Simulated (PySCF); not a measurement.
Broadened absorption spectrum of WS2(OH)2

Species: WS2(OH)2 (singlet state).
Geometry (PBE0-D3(BJ)/def2-SVP, Å), atoms numbered from 1 in this order:
```
atom  x, y, z in Å
W1     0.1556    0.0019    0.1112
S2     0.2775    0.0146    2.2409
S3     2.1550    0.0079   -0.6272
O4    -0.7410    1.5235   -0.4839
H5    -0.5788    2.4699   -0.4087
O6    -0.7224   -1.5381   -0.4662
H7    -0.5458   -2.4797   -0.3662
```

Level of theory: TDDFT B3LYP/def2-SVPD, vertical, gas phase, core orbitals frozen in the response, def2 core potentials past Kr (PySCF 2.14.0, density-fitted response routines). Spin–orbit coupling is left out.

Broadening: Gaussians 0.5 eV wide at half height, area fixed by f = 4.319×10⁻⁹ ∫ε dν̃. The width is an assumption, not a result. The curve ends short of the highest state used, and states not computed would add to its high-energy end.

```tsv
E (eV)	ε (L mol⁻¹ cm⁻¹)
2.39	2
2.47	8
2.55	26
2.62	64
2.70	156
2.78	330
2.86	605
2.94	963
3.02	1329
3.10	1593
3.18	1657
3.25	1528
3.33	1220
3.41	850
3.49	524
3.57	299
3.65	179
3.73	135
3.81	137
3.88	158
3.96	199
4.04	264
4.12	360
4.20	491
```

Problem. Locate the maxima and give the states behind the curve.

Solution. 392 nm (3.16 eV), ε about 1700, made up of S2 (95%) (ε in L mol⁻¹ cm⁻¹; maxima over ε = 5, shares over 10%). At its high-energy end, 4.20 eV, the curve is still rising (ε about 490, from S6). The states used: S1 3.14 eV (f 0.0015); S2 3.16 eV (f 0.029); S3 3.62 eV (f 0.0000); S4 3.89 eV (f 0.0020); S5 4.07 eV (f 0.0000); S6 4.33 eV (f 0.0076); S7 4.42 eV (f 0.0013); S8 4.67 eV (f 0.0072); S9 4.74 eV (f 0.021); S10 4.80 eV (f 0.0051).

Problem. What would ε be at 3.16 eV, the highest of these maxima, with half the width (0.25 eV)?

Solution. About 3320 L mol⁻¹ cm⁻¹ against 1660, a factor of about 2.00; a lone state at its own centre would give exactly 2.

Problem. Does any computed singlet lie in the visible range?

Solution. 2 computed singlets (S1 to S2) lie in the visible range (380 to 750 nm), the largest f among them at 392 nm, f = 0.029; light of that wavelength is violet, and its complementary colour is yellow-green; a Tamm–Dancoff triplet lies at 515 nm, without intensity as long as spin–orbit coupling is left out.

Problem. Coming from long wavelengths, where does ε first pass 100 L mol⁻¹ cm⁻¹?

Solution. At about 466 nm (2.66 eV), 0.48 eV below S1.

All these states lie below the vertical ionisation energy of 8.96 eV (ΔSCF).
